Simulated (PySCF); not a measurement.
A structure optimised at TPSSh-D3(BJ)/def2-TZVP, used in a PySCF frequency run:

```
Se
O 1 1.7870
H 2 0.9696 1 107.30
Cl 1 2.1805 2 101.53 3 -84.31
```
Charge 0, spin multiplicity 1.

Q: Write its SMILES and formula.

A: O[Se]Cl, ClHOSe

Q: What are its rotational constants (standard atomic weights)?

A: 12.810, 3.5929, 2.8306 GHz
